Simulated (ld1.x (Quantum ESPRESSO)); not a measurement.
# Which change was made? (Ag, TM)

```
Element                 : Ag (Z = 47)
Generator               : ld1.x (Quantum ESPRESSO) 7.5
Type                    : norm-conserving Troullier–Martins (Kleinman–Bylander form)
Functional              : PBE
Relativity              : scalar-relativistic
Frozen core             : [Kr]
Valence charge          : 11
Reference configuration : 4d10 5s1 5p0
Partial waves           : 5s (bound): rc 1.75 bohr; 5p (bound, empty): rc 3.85 bohr; 4d (bound): rc 1.30 bohr
Local potential         : the d channel
Core correction         : none
```

Cutoffs, loose and tight: the cutoffs (Ry, on a coarse ladder) from which the occupation-weighted sum of valence levels, in a spherical-Bessel basis at the reference potential, stays within 10 and 1 mRy of its value at 400 Ry. They do not see the model core or the augmentation charge, which bear on the density cutoff. Test errors are all-electron minus pseudo excitation energies from the reference, over the configurations 4d10 5s0 5p0; 4d9 5s0 5p0; 4d8 5s0 5p0; 4d9 5s1 5p1; 4d10 5s0 5p1; 4d9 5s1 5p0; 4d10 5s0.5 5p0; variants that change the core or the reference have their own tests. The largest error is taken over the tests solved by every variant that gives reliable tests at all, those not shown here included: 4d10 5s0 5p0; 4d10 5s0 5p1; 4d10 5s0.5 5p0; 4d8 5s0 5p0; 4d9 5s0 5p0; 4d9 5s1 5p0.

The base gives: outcome: generated; cutoff, loose: 80 Ry; cutoff, tight: 110 Ry; bound ghosts: s, p; largest test error (meV): -67.

(1) After one change the result is: outcome: generated; cutoff, loose: 120 Ry; cutoff, tight: 180 Ry; bound ghosts: s, p; largest test error (meV): -59. Which change was it?
A. wave 4d (bound): rc 1.30 bohr becomes 4d (bound): rc 1.98 bohr
B. wave 4d (bound): rc 1.30 bohr becomes 4d (bound): rc 0.88 bohr
C. wave 4d (bound): rc 1.30 bohr becomes 4d (bound): rc 1.00 bohr

Results:

(1) C. The others give: wave 4d (bound): rc 1.30 bohr becomes 4d (bound): rc 1.98 bohr → outcome: generated; cutoff, loose: 55 Ry; cutoff, tight: 90 Ry; bound ghosts: s, p; largest test error (meV): -129 | wave 4d (bound): rc 1.30 bohr becomes 4d (bound): rc 0.88 bohr → outcome: generated; cutoff, loose: 200 Ry; cutoff, tight: over 300 Ry; bound ghosts: s, p; largest test error (meV): -49.
